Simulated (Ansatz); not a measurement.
`[CH3][Al]([Cl])[Br]` + `C[SiH2][AlH][O][SiH3]` → `[SiH3][O][Al]([Cl])[Br]` + `[CH3][AlH][SiH2]C`  (redistribution)

Isolated molecules relaxed with PBE0-D4/def2-TZVP in Ansatz; ΔE leaves out vibrations. CCSD(T)/CBS is the MP2 limit (def2-TZVPP, def2-QZVPP) plus CCSD(T) − MP2 in def2-TZVPP, frozen cores. Functionals use def2-TZVPP. For Br outer-core shells are correlated without core-valence functions, which leaves a few kJ/mol of doubt a bond. Scalar relativity is left out up to krypton. Each species was taken in one conformer, which may not be the lowest.

`[CH3][Al]([Cl])[Br]`:

Z-matrix (Å, degrees):
```
C
Al 1 1.929
H 1 1.091 2 111.8
H 1 1.094 2 110.3 3 121.0
H 1 1.094 2 110.3 3 -121.0
Cl 2 2.091 1 121.0 3 179.9
Br 2 2.249 1 122.4 3 -0.1
```

`C[SiH2][AlH][O][SiH3]`:

```xyz
14

C     0.352    0.578    1.994
Si    1.675    0.853    0.683
Al    1.031    0.006   -1.527
O    -0.528   -0.632   -1.689
Si   -2.044   -1.107   -1.357
H     0.143   -0.486    2.117
H     0.671    0.977    2.959
H    -0.581    1.070    1.712
H     2.951    0.205    1.115
H     1.981    2.313    0.580
H     1.929   -0.004   -2.834
H    -2.131   -2.591   -1.382
H    -2.462   -0.633   -0.007
H    -2.986   -0.550   -2.364
```

`[SiH3][O][Al]([Cl])[Br]`:

```xyz
8

Si    0.841   -0.291   -1.230
O    -0.019    0.125    0.091
Al   -0.958    0.396    1.432
Cl   -0.980    2.268    2.323
Br   -2.202   -1.246    2.286
H     0.892    0.856   -2.172
H     0.204   -1.451   -1.906
H     2.222   -0.657   -0.824
```

`[CH3][AlH][SiH2]C`:

Cartesian coordinates in Å:
```
C -0.952 2.154 -0.349
Al 0.409 1.313 0.777
Si 0.933 -1.088 0.621
C -0.096 -2.019 -0.656
H -0.518 2.978 -0.926
H -1.428 1.465 -1.051
H -1.738 2.598 0.272
H 1.192 2.228 1.823
H 0.744 -1.735 1.957
H 2.382 -1.268 0.296
H 0.054 -1.601 -1.654
H -1.160 -1.949 -0.422
H 0.177 -3.076 -0.686
```

Is it downhill or uphill in electronic energy at CCSD(T)/CBS, and by how much? (An estimate is asked.)

Ansatz gave: Uphill: ΔE = +20.6 kJ/mol.

What do these levels give: PBE0-D4, ωB97X-V, B2PLYP, PBE, HF/def2-QZVPP, MP2/CBS(def2)? (An estimate is asked.)

Ansatz gave: PBE0-D4 22.4, ωB97X-V 21.7, B2PLYP 20.9, PBE 23.7, HF/def2-QZVPP 15.5, MP2/CBS(def2) 21.4 kJ/mol.

Largest T1 diagnostic among the species: 0.012.

In def2-TZVPP, CCSD(T) changes the Hartree–Fock value by +3.8 kJ/mol (the triples alone add +1.1 kJ/mol) and MP2 by +4.6 kJ/mol.
